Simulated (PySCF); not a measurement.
SMILES COC(=O)c1ccc(C)cc1 (C₉H₁₀O₂), GFN2-xTB optimised geometry.

```
21

C      3.88     1.15    -0.01
O      2.46     1.12    -0.01
C      1.90    -0.10     0.00
O      2.55    -1.12     0.00
C      0.42    -0.06     0.00
C     -0.28    -1.26     0.00
C     -1.66    -1.26     0.00
C     -2.37    -0.06     0.00
C     -3.87    -0.07    -0.02
C     -1.66     1.13     0.00
C     -0.28     1.14     0.00
H      4.27     0.65    -0.90
H      4.27     0.64     0.88
H      4.16     2.20     0.00
H      0.28    -2.18     0.00
H     -2.20    -2.20     0.00
H     -4.22    -0.24    -1.04
H     -4.27     0.88     0.32
H     -4.26    -0.87     0.60
H     -2.20     2.07     0.00
H      0.26     2.08     0.00
```

Density from CAM-B3LYP/def2-SVP in PySCF at that geometry.

Minimum of the electron density along straight lines between bonded atoms, close to the bond critical point (lines longer than 1.1 times the sum of covalent radii, or with two minima, are not listed):

```tsv
bond	length / Å	ρ at the minimum / e bohr⁻³	∇²ρ there / e bohr⁻⁵	position (fraction from the first atom)
C1–O2	1.418	0.247	-0.31	0.34
O2–C3	1.345	0.302	-0.42	0.66
C3–O4	1.208	0.417	0.25	0.33
C3–C5	1.479	0.274	-0.70	0.52
C5–C6	1.394	0.310	-0.79	0.50
C6–C7	1.379	0.317	-0.83	0.50
C7–C8	1.392	0.312	-0.80	0.50
C8–C9	1.497	0.259	-0.63	0.51
C8–C10	1.391	0.312	-0.80	0.50
C5–C11	1.392	0.310	-0.79	0.50
C10–C11	1.381	0.317	-0.83	0.50
C1–H12	1.092	0.283	-1.10	0.65
C1–H13	1.092	0.283	-1.11	0.65
C1–H14	1.087	0.286	-1.13	0.64
C6–H15	1.080	0.287	-1.13	0.65
C7–H16	1.081	0.283	-1.08	0.63
C9–H17	1.090	0.274	-1.01	0.63
C9–H18	1.087	0.278	-1.03	0.63
C9–H19	1.088	0.277	-1.03	0.63
C10–H20	1.081	0.283	-1.08	0.63
C11–H21	1.079	0.287	-1.13	0.64
```
